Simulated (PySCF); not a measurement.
**[Eu(NH3)3]2+ at several levels of theory**

Computed with PySCF 2.14.0 (density fitting, no spin-orbit coupling) at the geometry relaxed with BP86:

```xyz
13
[Eu(NH3)3]2+ (singlet in the valence; each metal's 4f electrons, 7 of them, lie in its core potential, out of spins and levels)
Eu   -0.0007   -0.0004   -0.0012
N     2.6739    0.0002    0.0023
H     3.1141   -0.2464    0.9094
H     3.1184   -0.6612   -0.6627
H     3.1164    0.9082   -0.2358
N    -1.3370    2.3150    0.0113
H    -1.0378    2.9954    0.7357
H    -1.2764    2.8644   -0.8672
H    -2.3595    2.2359    0.1697
N    -1.3368   -2.3154   -0.0136
H    -2.0312   -2.4301    0.7491
H    -1.8944   -2.4994   -0.8694
H    -0.7490   -3.1661    0.0726
```

```
    level                                                 basis    state  HOMO (eV)  gap (eV)  charge on Eu1 (e)  population of f-type functions on Eu1 (polarisation alone where 4f lies in the core)  dipole about the centre of mass (D)  largest force component (eV/Å)
     BP86     Eu lcecp-0-SVP with ECP53, N def2-SVP, H def2-SVP  singlet          –         –               1.23                                                                                  0.01                                 0.00                            0.01
    TPSSh                                              the same  singlet          –         –               1.30                                                                                  0.01                                 0.00                            0.36
CAM-B3LYP                                              the same  singlet          –         –               1.30                                                                                  0.01                                 0.00                            0.50
    B3LYP                                              the same  singlet          –         –               1.28                                                                                  0.01                                 0.00                            0.46
     BP86  Eu lcecp-0-TZVP with ECP53, N def2-TZVP, H def2-TZVP  singlet          –         –               1.59                                                                                  0.02                                 0.00                            0.44
     PBE0        Eu def2-SVP with ECP28, N def2-SVP, H def2-SVP    octet     -15.16      5.76               1.32                                                                                  7.00                                 0.00                            0.44
```

In the lcecp rows the 4f levels are missing from HOMO and gap, and the state counts the valence alone.

HOMO and gap are taken over both spins. Charges are Mulliken's, which hang on the basis. The relaxation used the grid (50, 194), these runs (75, 302) or, all-electron (x2c bases, spin-free X2C Hamiltonian), (99, 590).

Task: What does revPBE with Eu lcecp-0-SVP with ECP53, N def2-SVP, H def2-SVP give here?

Result: state singlet, charge on Eu1 (e) 1.23, population of f-type functions on Eu1 (polarisation alone where 4f lies in the core) 0.01, dipole about the centre of mass (D) 0.00, largest force component (eV/Å) 0.10. Time: 7.2 s on 2 threads of Arm Neoverse V1, with other jobs on the host, from an already converged density.

A frequency check found unstable modes (2, the lowest at -21 cm⁻¹), so the relaxed geometry is a saddle point, or these are noise. An lcecp potential fixes the number of 4f electrons, so in runs with it no electron can move into or out of that shell.

Rows with open f shells in the valence may stand above their lowest state, and their gaps can end on f levels.
